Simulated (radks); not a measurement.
Results of a calculation; reference values are marked as such.
All-electron atom: Gd3+ in [Xe] 4f7.

Code: a radial shooting solver on a logarithmic mesh with Libxc functionals. Model: non-relativistic Kohn-Sham, exchange-only r2SCAN, spin-polarised, spherical densities, point nucleus; open shells are filled with parallel spins first (spin-orbit coupling, left out, can overturn this in heavy ions); meta-GGA in the generalised Kohn-Sham scheme; relativity is left out, which matters for an element this heavy.

Energy parts (eV):
part                  energy
total             -294404.59
kinetic            294404.59
electron-nucleus  -697169.73
Hartree            114772.81
exchange            -6412.26

Orbitals (lengths in bohr, moments of r in powers of bohr; r(max) is where P^2 peaks):
| orbital | occ. | eigenvalue (eV) | r(max) | <r^4> |
|---|---|---|---|---|
| 1s up | 1 | -47170.67 | 0.01572 | 1.426e-06 |
| 1s down | 1 | -47170.66 | 0.01572 | 1.426e-06 |
| 2s up | 1 | -7553.397 | 0.08606 | 0.0002407 |
| 2s down | 1 | -7553.380 | 0.08606 | 0.0002406 |
| 2p up | 3 | -7182.745 | 0.06705 | 0.0001537 |
| 2p down | 3 | -7182.725 | 0.06705 | 0.0001536 |
| 3s up | 1 | -1693.820 | 0.2396 | 0.008947 |
| 3s down | 1 | -1689.343 | 0.2394 | 0.008893 |
| 3p up | 3 | -1528.635 | 0.2270 | 0.008215 |
| 3p down | 3 | -1524.524 | 0.2268 | 0.008157 |
| 3d up | 5 | -1221.547 | 0.1817 | 0.005969 |
| 3d down | 5 | -1218.552 | 0.1815 | 0.005909 |
| 4s up | 1 | -361.6087 | 0.5471 | 0.2186 |
| 4s down | 1 | -352.6822 | 0.5469 | 0.2192 |
| 4p up | 3 | -296.2652 | 0.5528 | 0.2509 |
| 4p down | 3 | -287.2849 | 0.5526 | 0.2524 |
| 4d up | 5 | -180.1304 | 0.5606 | 0.3558 |
| 4d down | 5 | -171.0997 | 0.5604 | 0.3640 |
| 4f up | 7 | -39.0391 | 0.5569 | 1.613 |
| 4f down | 0 | -30.7317 | 0.5606 | 2.376 |
| 5s up | 1 | -69.8509 | 1.267 | 7.045 |
| 5s down | 1 | -66.2195 | 1.292 | 7.951 |
| 5p up | 3 | -51.4692 | 1.372 | 10.84 |
| 5p down | 3 | -48.6336 | 1.407 | 12.40 |

The highest occupied level is 4f up at -39.039 eV. The electron density at the nucleus is 1.866e+05 e/bohr^3. Virial ratio -V/T = 2.00000. The density falls to 0.001 e/bohr^3 at r = 3.28 bohr. The spin density at the nucleus is 1.810 e/bohr^3 (1s -0.003, 2s -0.311, 3s -6.703, 4s 1.782, 5s 7.045). Summed over all electrons, <r^2> = 36.15 bohr^2, which gives a Langevin (diamagnetic) susceptibility term of -28.6 x 10^-6 cm^3/mol.
